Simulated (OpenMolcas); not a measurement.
An atom or ion with 72 electrons was computed by SS-CASPT2, IPEA 0.25 Eh, imaginary shift 0.1 Eh with spin-orbit coupling (OpenMolcas, ANO-RCC-VTZP, DKH2). The lowest levels that the run gave, each within 12 % of the measured value where one is at hand:

```json
{"J": "0", "Parity": "even", "E (cm-1)": "0.0", "g": ""}
{"J": "1", "Parity": "even", "E (cm-1)": "4370", "g": "1.499"}
{"J": "2", "Parity": "even", "E (cm-1)": "8230", "g": "1.476"}
{"J": "3", "Parity": "even", "E (cm-1)": "11230", "g": "1.457"}
{"J": "4", "Parity": "even", "E (cm-1)": "13270", "g": "1.403"}
{"J": "0", "Parity": "even", "E (cm-1)": "19090", "g": ""}
{"J": "4", "Parity": "even", "E (cm-1)": "21350", "g": "0.971"}
{"J": "3", "Parity": "even", "E (cm-1)": "25150", "g": "0.906"}
{"J": "2", "Parity": "even", "E (cm-1)": "25690", "g": "0.813"}
{"J": "1", "Parity": "even", "E (cm-1)": "25780", "g": "1.397"}
{"J": "5", "Parity": "even", "E (cm-1)": "26480", "g": "1.072"}
{"J": "6", "Parity": "even", "E (cm-1)": "28830", "g": "1.126"}
```

Q: Which ion is it, and what are the configurations and terms?

A: Os4+ (Z = 76, charge +4; active space 4 electrons in 5 orbitals (5d)). J, parity and g give the terms where levels are pure, and mixed ones are named by the computed weights; the size of the splittings, set against known spectra of the 72-electron sequence, gives the charge. In order, with the measured energies in cm-1 (the list in Palmeri et al., Atoms 14, 22 (2026)): 5d4 5D0 [64 %], 5d4 5D1 (4311), 5d4 5D2 (8083), 5d4 5D3 (11018), 5d4 5D4 [70 %] (12966), 5d4 3P0(1) [52 %], 5d4 3H4 [57 %] (20374), 5d4 3G3 [61 %] (23942), 5d4 3F2(1) [67 %], 5d4 3P1(1) (24680), 5d4 3H5 (25344), 5d4 3H6 (27669).

Term energies are means over components that CASPT2 splits; among the terms shown or strongly mixed into the levels shown the widest spread is 110 cm-1 (5d4 3F(1)). Terms from blocks run as CI alone lack orbitals of their own. Measured partners are found by configuration, term and J. A level has none where our copy of the source lacks it or the pairing is in doubt (some pairs that miss far off the trend of their configuration count as doubtful), and it then counts in no deviation. Only configurations of the active space appear.

A share in square brackets marks a mixed level and gives the weight of the term that names it. A number in round brackets counts repeated terms of one configuration in the order of the reference energies.
